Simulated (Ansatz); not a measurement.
Start from `FCOC(F)F` and change one atom or group to get `FCC(F)OC(F)F`.

Ansatz, PBE0-D4/def2-TZVP geometries, multiplicity 1. Each molecule was computed in one conformer, which needn't be the lowest.

```csv
property,`FCOC(F)F`
HOMO–LUMO gap (ωB97M-V/def2-TZVPP) / eV,15.39
HOMO–LUMO gap (B3LYP/def2-TZVPP) / eV,10.74
LUMO energy (PBE0/def2-TZVPP) / eV,1.47
LUMO energy (PBE/def2-TZVPP) / eV,0.53
LUMO energy (ωB97M-V/def2-TZVPP) / eV,3.04
size of the dipole moment (PBE/def2-TZVPP) / D,1.47
```

(1) What does the change do to each property? (An estimate is asked.)

Answers

(1) Ansatz gave: 
| property | `FCC(F)OC(F)F` | shift |
| --- | --- | --- |
| HOMO–LUMO gap (ωB97M-V/def2-TZVPP) / eV | 15.31 | -0.08 |
| HOMO–LUMO gap (B3LYP/def2-TZVPP) / eV | 10.77 | 0.03 |
| LUMO energy (PBE0/def2-TZVPP) / eV | 1.45 | -0.02 |
| LUMO energy (PBE/def2-TZVPP) / eV | 0.42 | -0.11 |
| LUMO energy (ωB97M-V/def2-TZVPP) / eV | 2.98 | -0.06 |
| size of the dipole moment (PBE/def2-TZVPP) / D | 0.21 | -1.26 |

Dipoles are sizes alone; their direction can turn.

B3LYP here is the variant with VWN-RPA as its local correlation; programs differ in this.
